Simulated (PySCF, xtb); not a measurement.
C10H7N3, SMILES C1N=C2N3C(=NC=C2)C=CC=C3C=1.

GFN2-xTB run with xtb at its own geometry gives an orbital gap of 1.74 eV and a dipole moment of 2.42 D.

Geometry: B3LYP-D3(BJ)/def2-SVP.

**Question.** What does PySCF with PBE/def2-SVP give? (An estimate is asked for; the answer gives what the named calculation found.)

**Answer.** gap 1.63 eV (levels -4.46 and -2.83 eV), dipole 2.22 D.
